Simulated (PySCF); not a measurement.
**Co⁺ (cobalt, charge +1) across methods**

[Ar] 3d8, high-spin 3F determinant. Computed with PySCF 2.14 in aug-cc-pVTZ with one added diffuse shell each of s, p, d, f, g type (9s8p6d4f3g, 118 functions), with the non-relativistic Hamiltonian (point nucleus).

| method | E (hartree) | mean ε 3p β (eV) | mean ε 3d α (eV) | mean ε 3d β (eV) | Σ⟨r²⟩ (bohr²) | ⟨S²⟩ |
| --- | --- | --- | --- | --- | --- | --- |
| LDA | -1379.890 | -67.060 | -13.406 | -11.832 | 20.88 | 2.002 |
| PBE0 | -1382.246 | -70.778 | -15.160 | -13.525 | 20.44 | 2.002 |
| PBE | -1382.226 | -66.938 | -13.081 | -11.663 | 20.92 | 2.002 |
| MN15 | -1382.643 | -70.998 | -16.283 | -14.513 | 20.42 | 2.004 |
| BP86 | -1382.675 | -67.056 | -13.174 | -11.825 | 20.83 | 2.002 |
| UHF | -1381.13684 | -81.398 | -20.989 | -18.535 | 19.64 | 2.005 |
| PBEsol | -1381.001 | -66.834 | -13.089 | -11.575 | 20.87 | 2.002 |

Estimate the same row for r2SCAN.

E (hartree) = -1382.450; mean ε 3p β (eV) = -68.007; mean ε 3d α (eV) = -13.090; mean ε 3d β (eV) = -11.698; Σ⟨r²⟩ (bohr²) = 20.54; ⟨S²⟩ = 2.002.
